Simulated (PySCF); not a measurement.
**Correlation energy of P⁺ (phosphorus, charge +1)**

[Ne] 3s2 3p1 4s1, high-spin 3P determinant (an excited configuration). All numbers are calculated (PySCF 2.14, the spin-free X2C one-electron Hamiltonian (Gaussian nucleus), in aug-cc-pVDZ-DK (5s4p2d, 27 functions)). Frozen: [Ne]; 4 electrons correlated.

```
  level  correlation energy (mhartree)
   CCSD                         -68.01
    (T)                          -1.97
CCSD(T)                         -69.98
  CCSDT                         -70.50
```

Diagnostics: T1 = 0.022, D1 = 0.0597, largest double amplitude 0.136.

The outer electron is Rydberg-like, and this basis confines it to a smaller radius and binds it less than a complete one would.

Cost of the coupled-cluster step: roughly 0.7 core-seconds, for 4 correlated electrons.

Iterations:

```
CC2 = 0
CCSD nocc = (np.int64(3), np.int64(1)), nmo = (22, 22)
frozen orbitals [[0, 1, 2, 3, 4], [0, 1, 2, 3, 4]]
max_cycle = 100
direct = 0
conv_tol = 1e-08
conv_tol_normt = 1e-06
diis_space = 8
diis_start_cycle = 0
Init t2, MP2 energy = -0.0479873343473545
Init E_corr(UCCSD) = -0.0479873343473811
cycle = 1  E_corr(UCCSD) = -0.0616476573607235  dE = -0.013660323  norm(t1,t2) = 0.0561831
cycle = 2  E_corr(UCCSD) = -0.0659923200446334  dE = -0.00434466268  norm(t1,t2) = 0.0237397
cycle = 3  E_corr(UCCSD) = -0.0685842949295112  dE = -0.00259197488  norm(t1,t2) = 0.0139591
cycle = 4  E_corr(UCCSD) = -0.068695296209538  dE = -0.00011100128  norm(t1,t2) = 0.0107279
cycle = 5  E_corr(UCCSD) = -0.068761002562088  dE = -6.57063526e-05  norm(t1,t2) = 0.0103933
cycle = 6  E_corr(UCCSD) = -0.0687402755593234  dE = 2.07270028e-05  norm(t1,t2) = 0.0104517
cycle = 7  E_corr(UCCSD) = -0.0678849438061905  dE = 0.000855331753  norm(t1,t2) = 0.00972906
cycle = 8  E_corr(UCCSD) = -0.0682209851109966  dE = -0.000336041305  norm(t1,t2) = 0.00383389
cycle = 9  E_corr(UCCSD) = -0.0678808097746752  dE = 0.000340175336  norm(t1,t2) = 0.00133859
cycle = 10  E_corr(UCCSD) = -0.0680187010468754  dE = -0.000137891272  norm(t1,t2) = 0.000567091
cycle = 11  E_corr(UCCSD) = -0.0680090837315836  dE = 9.61731529e-06  norm(t1,t2) = 0.000166218
cycle = 12  E_corr(UCCSD) = -0.0680107929001742  dE = -1.70916859e-06  norm(t1,t2) = 6.14784e-05
cycle = 13  E_corr(UCCSD) = -0.0680098963881059  dE = 8.96512068e-07  norm(t1,t2) = 3.61996e-05
cycle = 14  E_corr(UCCSD) = -0.0680097276653403  dE = 1.68722766e-07  norm(t1,t2) = 1.81579e-05
cycle = 15  E_corr(UCCSD) = -0.0680096155742665  dE = 1.12091074e-07  norm(t1,t2) = 6.40159e-06
cycle = 16  E_corr(UCCSD) = -0.0680096108150199  dE = 4.75924659e-09  norm(t1,t2) = 7.05171e-06
cycle = 17  E_corr(UCCSD) = -0.0680096169514974  dE = -6.13647749e-09  norm(t1,t2) = 6.76589e-06
cycle = 18  E_corr(UCCSD) = -0.0680095982013605  dE = 1.87501369e-08  norm(t1,t2) = 5.38133e-06
cycle = 19  E_corr(UCCSD) = -0.0680095548266476  dE = 4.3374713e-08  norm(t1,t2) = 8.72471e-07
cycle = 20  E_corr(UCCSD) = -0.0680095116512653  dE = 4.31753822e-08  norm(t1,t2) = 3.6666e-07
cycle = 21  E_corr(UCCSD) = -0.0680095075185352  dE = 4.13273016e-09  norm(t1,t2) = 1.55716e-07
UCCSD converged
E(UCCSD) = -340.8401664520656  E_corr = -0.06800950751853518
UCCSD(T) correction = -0.0019737502553601
```
